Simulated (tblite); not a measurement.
Compound: C₅H₉NSi.
Geometry (GFN2-xTB, Å), atoms numbered from 1 in this order:
```xyz
16
C5H9NSi angstrom
N     -3.1490    1.6213    0.6537
C     -2.4742    0.7326    0.4036
C     -1.6070   -0.3701    0.0813
C     -0.2560    0.1261   -0.4409
C      0.5842    0.9015    0.5964
Si     2.1462   -0.0947    0.1273
C      0.7308   -1.0118   -0.7780
H     -2.0996   -0.9897   -0.6751
H     -1.4612   -0.9736    0.9830
H     -0.4269    0.7480   -1.3232
H      0.5839    1.9780    0.4447
H      0.2346    0.7234    1.6126
H      3.0900    0.5974   -0.7475
H      2.8278   -0.8229    1.1955
H      0.4419   -1.9478   -0.3018
H      0.8269   -1.2088   -1.8430
```

All values are computed: GFN2-xTB (tblite) harmonic vibrations without scaling, gas phase. Against measured fundamentals such values can be off by several per cent, at times by over 20. Modes of hydrogen on silicon can be 10 to 20 % off. One conformer, not necessarily the lowest.

Harmonic wavenumbers (cm⁻¹): 49.2, 69.2, 132.8, 310.6, 367.2, 390.0, 439.6, 450.0, 475.7, 566.8, 613.3, 690.2, 719.8, 756.7, 774.9, 809.3, 867.1, 922.7, 999.4, 1025.0, 1067.2, 1081.5, 1113.0, 1186.0, 1200.1, 1204.8, 1255.8, 1286.4, 1326.4, 1429.2, 1475.3, 1480.2, 2274.5, 2281.9, 2410.9, 2940.6, 2953.0, 2958.4, 2992.5, 2996.8, 3015.7, 3021.4.

A = 6147, B = 1128, C = 1008 MHz; mass 111.050 u (most abundant isotopes); point group C1, symmetry number 1.

Task: What is the zero-point energy?

Result: Half the sum of the wavenumbers: 27191 cm⁻¹ = 325.27 kJ/mol.

Task: Give the ideal-gas entropy at 350 K and 1 bar in the rigid-rotor, harmonic-oscillator model (classical rotation).

Result: Translation 170.93, rotation 120.08, vibration 105.16: S = 396.2 J/(mol K).

Task: And Cp and H(350 K) − H(0)?

Result: Cp = 154.84 J/(mol K), of which vibrations give 121.58 (their classical limit is 42 R = 349.2); H(350 K) − H(0) = 31.42 kJ/mol without the zero-point energy, 19.78 from vibrations.

Task: How do the functions run with temperature in this model?

Result: 
```json
{"T (K)": "100", "S (J/(mol K))": "274.8", "Cp (J/(mol K))": "61.1", "H − H(0) (kJ/mol)": "4.77", "G − H(0) (kJ/mol)": "-22.71", "ln q(vib)": "1.33"}
{"T (K)": "200", "S (J/(mol K))": "327.3", "Cp (J/(mol K))": "96.1", "H − H(0) (kJ/mol)": "12.54", "G − H(0) (kJ/mol)": "-52.91", "ln q(vib)": "3.06"}
{"T (K)": "300", "S (J/(mol K))": "373.8", "Cp (J/(mol K))": "136.0", "H − H(0) (kJ/mol)": "24.15", "G − H(0) (kJ/mol)": "-87.99", "ln q(vib)": "4.89"}
{"T (K)": "500", "S (J/(mol K))": "459.8", "Cp (J/(mol K))": "202.3", "H − H(0) (kJ/mol)": "58.39", "G − H(0) (kJ/mol)": "-171.51", "ln q(vib)": "8.83"}
{"T (K)": "800", "S (J/(mol K))": "569.6", "Cp (J/(mol K))": "264.0", "H − H(0) (kJ/mol)": "129.18", "G − H(0) (kJ/mol)": "-326.47", "ln q(vib)": "14.77"}
{"T (K)": "1000", "S (J/(mol K))": "631.5", "Cp (J/(mol K))": "290.6", "H − H(0) (kJ/mol)": "184.77", "G − H(0) (kJ/mol)": "-446.71", "ln q(vib)": "18.53"}
```

q(vib) and H(0) count from the zero-point level.

Task: What must be added to the electronic energy to get the Gibbs energy at 350 K and 1 bar?

Result: ZPE + [H(350 K) − H(0)] − T·S = 325.27 + 31.42 − 138.66 = 218.03 kJ/mol.

Task: Which modes carry the vibrational entropy at 350 K?

Result: 49.2 cm⁻¹: 21.62; 69.2 cm⁻¹: 18.79; 132.8 cm⁻¹: 13.45; 310.6 cm⁻¹: 6.83; 367.2 cm⁻¹: 5.64; 390.0 cm⁻¹: 5.23 J/(mol K); the other 36 give 33.61 together.

Hindered rotation and anharmonicity are outside this model. Other conformers, if any are populated, would add a mixing term that is left out. The structure is chiral; the term R ln 2 for an equal mix with its mirror image is left out.

On Arm Neoverse N1, one thread, on a shared host, this took 0.85 s. The figure is for the frequency step alone.
